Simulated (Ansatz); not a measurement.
Question: Name a neutral molecule of C, N, Si, Sn and H with LUMO energy (B3LYP/def2-TZVPP) between -1.15 and -0.85 eV and HOMO–LUMO gap (B3LYP/def2-TZVPP) between 5.45 and 5.75 eV (Ansatz, PBE0-D4/def2-TZVP geometry).

Answer: `[CH2]1[SiH2][NH][SnH2]1` (-0.97 eV, 5.72 eV). Other molecules can fit too; these were computed, each in one conformer that needn't be the lowest.

B3LYP here is the variant with VWN-RPA as its local correlation; programs differ in this.
